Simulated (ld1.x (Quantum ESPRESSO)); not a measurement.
# Cl: from the effect back to the setting (TM)

Base potential:

```json
{
  "Element": "Cl",
  "Generator": "ld1.x (Quantum ESPRESSO) 7.5",
  "Type": "norm-conserving Troullier–Martins (Kleinman–Bylander form)",
  "Functional": "PBE",
  "Relativity": "fully relativistic",
  "Frozen core": "[He]",
  "Valence charge": "15",
  "Reference configuration": "2s2 2p6 3s2 3p2 (charge +3)",
  "Partial waves": "2s (bound): rc 0.45 bohr; 2p (bound): rc 0.50 bohr; 3d channel at -0.1 Ry: rc 0.45 bohr",
  "Local potential": "all-electron potential smoothed inside 0.50 bohr (lloc = -1)",
  "Core correction": "none"
}
```

Open shells are filled in proportion to 2j + 1 (rel_dist='average').

Occupied shells without a wave of their own: 3p, 3s. They enter only through the test configuration that unscreens the potential.

Cutoffs, loose and tight: the cutoffs (Ry, on a coarse ladder) from which the occupation-weighted sum of valence levels, in a spherical-Bessel basis at the reference potential, stays within 10 and 1 mRy of its value at 400 Ry. They do not see the model core or the augmentation charge, which bear on the density cutoff. Test errors are all-electron minus pseudo excitation energies from the reference, over the configurations 2s2 2p6 3s2 3p5; 2s2 2p6 3s2 3p4; 2s2 2p6 3s2 3p3; 2s2 2p6 3s1 3p5; 2s2 2p5 3s2 3p5; 2s1 2p6 3s2 3p5; 2s2 2p6 3s2 3p4.5; variants that change the core or the reference have their own tests.

Only the scale of all radii (base = 1) is moved (1 further runs of the sweep failed or gave no value and are left out):

```csv
scale of all radii (base = 1),bound ghosts,largest test error (meV),median size of the test errors
0.76,not determined,-209,93.6 meV
0.84,not determined,-265,142.8 meV
0.89,not determined,-290,159.6 meV
0.97,not determined,-485,252.1 meV
1.03,not determined,-704,356.0 meV
1.2,none,-1455,701.3 meV
1.24,none,-1639,785.4 meV
1.33,none,-2357,1019.1 meV
```

Task: One more run gave bound ghosts: none; largest test error (meV): -1019; median size of the test errors: 500.5 meV. Which value of the scale of all radii (base = 1) was used?

Result: 1.11. The median size of the test errors moves one way along this sweep, from 93.6 meV at 0.76 to 1019.1 meV at 1.33, which places the run between 1.03 and 1.2.
